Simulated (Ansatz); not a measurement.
A series at Si: from `O[SiH2][SiH](O)O`, ligands are replaced one by one, each step taking up H–F and setting free H₂O; n counts the steps. Ansatz, PBE0-D4/def2-TZVP geometries. Each molecule was computed in one conformer, which needn't be the lowest.

CBS adds triple-zeta CCSD(T) − MP2 to the MP2 limit, frozen cores; atoms without spin–orbit coupling. 

| n | molecule | atomization energy, CCSD(T)/CBS (kJ/mol) |
| --- | --- | --- |
| 0 | `O[SiH2][SiH](O)O` | 4001.9 |
| 1 | `O[SiH](O)[SiH2]F` | 3657.7 |
| 2 | `O[SiH](F)[SiH2]F` | ? |
| 3 | `F[SiH2][SiH](F)F` | 2968.4 |

By hand: fit a straight line y = ȳ + b (n − n̄) to the 3 given rows and predict n = 2.

n̄ = 1.333, ȳ = 3542.67; Σ(n − n̄)(y − ȳ) = -1607.77, Σ(n − n̄)² = 4.667, so b = -344.50 kJ/mol a step. Prediction: 3542.67 + (-344.50) × (0.667) = 3312.9 kJ/mol.

By hand: compare with the computed value, 3314.7 kJ/mol, and give the steps along the whole series.

The line misses by 1.8 kJ/mol (computed minus predicted). Steps: -344.2, -343.0, -346.3 kJ/mol.

The steps differ by at most 3.3 kJ/mol, 1.0 % of a mean step, so the ligands' effects nearly add and a line is close. The miss is 0.2 % of the series' range. The energies themselves are unsure by some kJ/mol a bond, though much of that is common to the series.
